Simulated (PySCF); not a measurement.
**Two-component Hartree-Fock for Hg⁶⁰⁺ (mercury, charge +60)**

Start: [Ar] 3d2; 3d3/2 filled at m_j = +1/2, +3/2. Calculated with PySCF 2.14 in an even-tempered Gaussian basis (15 s from 19 bohr⁻², ratio 2.8; 12 p from 24 bohr⁻², ratio 2.8; 8 d from 24 bohr⁻², ratio 2.8; 3 f from 76 bohr⁻², ratio 3): generalised Hartree-Fock with the X2C-1e Hamiltonian and a Gaussian nucleus; one run each with spin-orbit coupling (SO) switched off, then screened by Boettger's factors.

| spinor shell | electrons | ε, spin-free (eV) | ε, screened SO (eV) | weight of nominal j (screened SO) | rms radius, screened SO (bohr) |
| --- | --- | --- | --- | --- | --- |
| 1s1/2 | 2 | -88019.1 | -87982.3 | 1.000 | 0.0187 |
| 2s1/2 | 2 | -19284.1 | -19270.6 | 1.000 | 0.0749 |
| 2p1/2 | 2 | -17252.6 | -18681.2 | 1.000 | 0.0634 |
| 2p3/2 | 4 | -17252.6 | -16688.7 | 1.000 | 0.0711 |
| 3s1/2 | 2 | -7403.7 | -7399.4 | 1.000 | 0.185 |
| 3p1/2 | 2 | -6795.2 | -7168.0 | 1.000 | 0.175 |
| 3p3/2 | 4 | -6795.2 | -6644.5 | 1.000 | 0.189 |
| 3d3/2 | 2 | -6301.8 | -6362.1 | 0.999 | 0.161 |

| quantity | spin-free | screened SO |
| --- | --- | --- |
| E (hartree) | -15882.95785 | -15918.64373 |
| M_J | 2 | 2 |
| ⟨J²⟩ | 8.000 | 6.006 |
| ⟨L²⟩ | 12.000 | 10.102 |
| ⟨S²⟩ | 2.000 | 1.553 |

Each row is a mean over spinors that exchange with the open shell spreads, by up to 37.431 eV (3p1/2).

Breit and QED terms are absent; they matter most for the inner s and p1/2 levels.

Densities and radii are taken from the X2C orbitals without a picture-change correction, which distorts them close to the nucleus.

Without spin-orbit coupling the j labels of p, d and f shells carry no meaning; the spin-free column gives the mean over the occupied spinors of each nl shell, and its ⟨J²⟩ belongs to a mixture of degenerate components.
